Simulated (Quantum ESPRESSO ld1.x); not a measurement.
Values are calculated unless marked as measured or tabulated.
Problem. The technetium ion Tc+, 42 electrons, occupied as [Kr] 4d5 5s1. Code: ld1.x of Quantum ESPRESSO 7.5. Model: Dirac Kohn-Sham, BP86, spin-unpolarised, spherical densities, point nucleus; open shells fill j = l - 1/2 first. Some entries of the table are withheld. Estimate them.

orbital,occ.,eigenvalue (Ry),<r^2> (bohr^2),<1/r> (bohr^-1)
1s1/2,2,-1533.94,(1),44.72
2s1/2,2,-219.273,0.02631,10.20
2p1/2,2,(2),0.01983,10.18
2p3/2,4,(3),0.02118,9.669
3s1/2,2,-38.6532,0.1975,3.507
3p1/2,2,-32.1086,(4),3.408
3p3/2,4,-30.6547,(5),3.284
3d3/2,4,-19.0784,0.1893,(6)
3d5/2,6,-18.7989,0.1924,(7)
4s1/2,2,-5.94896,1.268,1.297
4p1/2,2,-4.03824,(8),1.176
4p3/2,4,-3.82129,(9),1.140
4d3/2,4,-1.05381,(10),0.8076
4d5/2,1,-1.03220,(11),0.7982
5s1/2,1,-0.85110,10.29,0.4246

Solution. 
(1) 1s1/2 <r^2> (bohr^2): 0.001586
(2) 2p1/2 eigenvalue (Ry): -202.240
(3) 2p3/2 eigenvalue (Ry): -193.544
(4) 3p1/2 <r^2> (bohr^2): 0.1949
(5) 3p3/2 <r^2> (bohr^2): 0.2049
(6) 3d3/2 <1/r> (bohr^-1): 3.102
(7) 3d5/2 <1/r> (bohr^-1): 3.070
(8) 4p1/2 <r^2> (bohr^2): 1.521
(9) 4p3/2 <r^2> (bohr^2): 1.603
(10) 4d3/2 <r^2> (bohr^2): 3.359
(11) 4d5/2 <r^2> (bohr^2): 3.437
